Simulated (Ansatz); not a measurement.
Bond stretch in SeNa (cation, charge +1), lowest triplet found (which spin is the ground state isn't settled by this scan).

Computed with: FCI = full CI/aug-cc-pVDZ, cores with 3d frozen (Ansatz, an electronic-structure program); UCCSDT(Q) = CCSDT(Q) on UHF/aug-cc-pVDZ, cores with 3d frozen in Ansatz; ROCCSDT(Q) = Ansatz with CCSDT(Q)/B on ROHF/aug-cc-pVDZ, cores with 3d frozen.

Energies are in kcal/mol, each relative to the lowest point of its own curve between 2.47 and 3.60 Å, where full CI is lowest.

| R / Å | FCI | UCCSDT(Q) | ROCCSDT(Q) |
|---|---|---|---|
| 2.06 | 61.1 | 61.1 | 61.1 |
| 2.25 | 29.9 | 29.9 | 29.9 |
| 2.39 | 16.7 | 16.7 | 16.7 |
| 2.47 | 11.6 | 11.6 | 11.6 |
| 2.58 | 6.6 | 6.6 | 6.6 |
| 2.73 | 2.6 | 2.6 | 2.6 |
| 2.82 | 1.2 | 1.2 | 1.2 |
| 2.86 | 0.8 | 0.8 | 0.8 |
| 3.00 | 0.1 | 0.1 | 0.1 |
| 3.07 | 0.0 | 0.0 | 0.0 |
| 3.21 | 0.3 | 0.3 | 0.3 |
| 3.39 | 1.1 | 1.1 | 1.1 |
| 3.60 | 2.4 | 2.4 | 2.4 |
| 3.85 | 4.0 | 4.0 | 4.0 |
| 4.18 | 6.0 | 6.0 | 6.0 |
| 4.60 | 7.9 | 7.9 | 7.9 |
| 5.08 | 9.4 | 9.4 | 9.4 |
| 5.64 | 10.5 | 10.5 | 10.5 |
| 6.24 | 11.2 | 11.2 | 11.2 |
| 7.20 | 11.9 | 11.9 | 11.9 |
| 8.33 | 12.3 | 12.3 | 12.3 |
| 9.74 | 12.5 | 12.5 | 12.5 |
